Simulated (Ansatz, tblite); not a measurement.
Adding an electron: Au2Se⁺. The state is a doublet with charge 1. Geometry: r2SCAN-D4/def2-TZVP. Ansatz, gas phase; energy differences of separate SCF runs; the reduced species is a singlet (the triplet lies 1.43 eV higher at PBE0-D4/def2-TZVP).

```xyz
3

Au   -1.501    0.402    0.904
Au    1.564    0.601   -0.650
Se   -0.064   -1.003   -0.253
```

In the def2 sets Au takes a core potential; there is no spin–orbit coupling. The xTB rows come from tblite. The structure comes from a short search, and lower isomers may exist.

```csv
level,−HOMO (eV),−LUMO (eV),vertical EA (eV),HOMO–LUMO gap (eV)
GFN1-xTB,–,–,13.93,–
GFN2-xTB,–,–,12.90,–
PBE-D4/def2-TZVP,11.87,10.85,8.04,1.01
r2SCAN-D4/def2-TZVP,12.08,10.56,8.01,1.52
PBE0-D4/def2-TZVP,12.87,9.75,7.96,3.12
```

  HOMO and LUMO are the levels of the spin that leaves or enters (xTB has no such levels and no spin-polarisation term). Other spin states of the ions may lie lower, which would lower the ionisation energy or raise the affinity. Raw xTB energy differences between charge states are shifted by several eV; the methods need an empirical correction for them.
